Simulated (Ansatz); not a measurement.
Spectroscopic constants of CoCl, multiplicity 5 (not the ground state: that is measured with 2S+1 = 3). No spin–orbit coupling. Co is treated without relativity.

Seven points along R, fitted to fifth degree in 1/R; most abundant isotopes. In def2 and cc sets the state is the lowest found near the PBE0 minimum, followed along R.

The values were computed with Ansatz (an electronic-structure program) with Gaussian orbitals. Values without a source in brackets are computed.

What bond length and harmonic frequency does PBE/def2-TZVPP give?

r_e = 2.160 Å, ω_e = 377 cm⁻¹.

What bond length and harmonic frequency does PBE0/def2-TZVPP give?

r_e = 2.169 Å, ω_e = 395 cm⁻¹.

What bond length and harmonic frequency does wB97X-V/def2-TZVPP give?

r_e = 2.165 Å, ω_e = 402 cm⁻¹.
